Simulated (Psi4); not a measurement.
Psi4 input (wB97X-D/6-311+G**):

```
memory 1500 MB

molecule {
0 1
C    -0.14691225    1.56741891    0.18575105
C    -0.45847107    0.07547141    0.24834238
C    -1.77110868   -0.26198331   -0.43541783
O     0.54512750   -0.70627215   -0.39681411
C     1.76934774   -0.78791294    0.29703787
H     0.78603706    1.80988591    0.69548422
H    -0.94322050    2.14075226    0.66406923
H    -0.06559667    1.88904939   -0.85454629
H    -0.51084391   -0.23386344    1.30337260
H    -1.72800112    0.01854653   -1.48959199
H    -1.96904045   -1.33210914   -0.37333467
H    -2.59774779    0.27537419    0.03202247
H     2.30212851    0.16941842    0.32279990
H     2.38745702   -1.51387904   -0.22963869
H     1.62067361   -1.13096219    1.32959525
symmetry c1
no_reorient
no_com
}

set {
  basis 6-311+G**
  reference rks
  scf_type df
  df_basis_scf def2-universal-jkfit
  dft_radial_points 99
  dft_spherical_points 590
  e_convergence 1e-8
  d_convergence 1e-7
  maxiter 150
}

e = energy('wb97x-d')
print_out(f'\nFINAL {e:.10f} DIPOLE {variable("CURRENT DIPOLE")[0]:.6f} {variable("CURRENT DIPOLE")[1]:.6f} {variable("CURRENT DIPOLE")[2]:.6f}\n')
```

From the last part of the output:

```
    One-Electron Energy =                -704.6909177134743913
    Two-Electron Energy =                 297.8328206907261233
    DFT Exchange-Correlation Energy =     -23.2475950289980808
    Empirical Dispersion Energy =          -0.0069839398906637
    VV10 Nonlocal Energy =                  0.0000000000000000
    Total Energy =                       -233.6546729322629119

Computation Completed

Properties will be evaluated at   0.000000,   0.000000,   0.000000 [a0]

Properties computed using the SCF density matrix

 Multipole Moments:

 ------------------------------------------------------------------------------------
     Multipole            Electronic (a.u.)      Nuclear  (a.u.)        Total (a.u.)
 ------------------------------------------------------------------------------------

 L = 1.  Multiply by 2.5417464519 to convert [e a0] to [Debye]
 Dipole X            :          0.0531614            0.0000004            0.0531618
 Dipole Y            :          0.2702515            0.0000002            0.2702517
 Dipole Z            :          0.4759892           -0.0000001            0.4759892
 Magnitude           :                                                    0.5499344

 ------------------------------------------------------------------------------------

FINAL -233.6546729323 DIPOLE 0.053162 0.270252 0.475989

*** Psi4 exiting successfully. Buy a developer a beer!
```
